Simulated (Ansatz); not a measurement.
`N=C(Cl)[SiH2][SiH3]` + H₂Se → `[SiH3][SiH2][SeH]` + `N=CCl`  (ligand exchange at the Si–C bond)

Calculated with Ansatz (gas phase, PBE0-D4/def2-TZVP geometries, no zero-point term in ΔE). CCSD(T)/CBS is the MP2 limit (def2-TZVPP, def2-QZVPP) plus CCSD(T) − MP2 in def2-TZVPP, frozen cores. This one scheme is used for every species. DFT in def2-TZVPP. For Se outer-core shells are correlated without core-valence functions, which leaves a few kJ/mol of doubt a bond. Scalar relativity is left out up to krypton. Each species was taken in one conformer, which may not be the lowest.

`N=C(Cl)[SiH2][SiH3]`:

```xyz
11

N     2.638   -0.058   -0.393
C     1.446   -0.017   -0.770
Cl    1.008   -0.941   -2.206
Si   -0.055    0.872   -0.023
Si   -1.664   -0.707    0.604
H     2.772    0.511    0.444
H    -0.585    1.814   -1.041
H     0.457    1.637    1.148
H    -1.033   -1.730    1.479
H    -2.236   -1.360   -0.600
H    -2.748   -0.022    1.358
```

H₂Se:

Cartesian coordinates in Å:
```
Se 0.035 0.378 -0.569
H 0.473 0.567 0.818
H -0.508 -0.946 -0.249
```

`[SiH3][SiH2][SeH]`:

```xyz
9

Si   -0.954   -0.060   -1.011
Si    0.799    0.613    0.379
Se    0.697   -0.525    2.361
H    -0.882    0.611   -2.338
H    -2.253    0.265   -0.366
H    -0.867   -1.531   -1.214
H     2.117    0.425   -0.285
H     0.668    2.039    0.774
H     0.674   -1.837    1.701
```

`N=CCl`:

Cartesian coordinates in Å:
```
N 0.953 -0.192 0.199
C -0.222 0.070 -0.129
Cl -0.601 0.617 -1.725
H 0.992 -0.498 1.170
H -1.121 0.003 0.485
```

Task: Is it downhill or uphill in electronic energy at CCSD(T)/CBS, and by how much? (Estimate.)

Result: Computed: Downhill: ΔE = -63.4 kJ/mol.

Task: What do these levels give: LDA (SPW92), r2SCANh-D4, r2SCAN0, CAM-B3LYP, MP2/def2-QZVPP, HF/CBS(def2)? (Estimate.)

Result: The calculation gave: LDA (SPW92) -57.2, r2SCANh-D4 -64.0, r2SCAN0 -67.9, CAM-B3LYP -61.8, MP2/def2-QZVPP -65.5, HF/CBS(def2) -72.2 kJ/mol.

Largest T1 diagnostic among the species: 0.014.

From PBE to PBE0 (25 % exact exchange), in def2-TZVPP and without D4, ΔE moves by −4.7 kJ/mol. The D4 term adds +4.4 kJ/mol with B3LYP and +2.7 kJ/mol with PBE0; it sums over pairs of atoms, weighted by their polarisabilities, and B3LYP, whose exchange is more repulsive, gets the larger term.

B3LYP here is the variant with VWN-RPA as its local correlation; programs differ in this.
